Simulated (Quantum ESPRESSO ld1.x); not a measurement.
Values are calculated unless marked as measured or tabulated.
Task: Radial electron density D(r) = 4 pi r^2 rho(r) of an atom or ion with 55 electrons. Level of theory: Dirac Kohn-Sham, relativistic LDA (MacDonald-Vosko exchange, VWN5 correlation), spin-unpolarised, spherical densities, point nucleus (ld1.x of Quantum ESPRESSO 7.5).

r (bohr)  D(r) (e/bohr)
0.004412          23.47
0.006028          34.83
0.008235          48.50
0.01125           62.05
0.01549           71.32
0.02117           71.91
0.02892           66.02
0.03982           64.44
0.0544            76.98
0.07432           92.11
0.1024            85.52
0.1398            68.34
0.191             73.93
0.261             75.65
0.3594            42.61
0.491             27.02
0.6708            31.24
0.9237            19.43
1.262             8.716
1.724             5.983
2.374             3.209
3.244             1.006
4.431            0.3341
6.054            0.1793
8.337           0.06082
11.39          0.008464
15.56         0.0003729

What is the nuclear charge?

Result: Z = 55. The innermost maximum, from 1s, lies near gamma/Z bohr with gamma = sqrt(1 - (Z/c)^2) = 0.916, here 0.0167 bohr (found: 0.0185), and its height grows with Z. The density is that of neutral caesium in [Xe] 6s1; the configuration itself is not fixed sharply by these data, and Z only to a few units. D(r) has 4 maxima, at r = 0.0185, 0.0812, 0.230, 0.650 bohr, and minima at 0.0356, 0.151, 0.479 bohr, inside which lie 2.01, 11.18, 29.03 electrons.
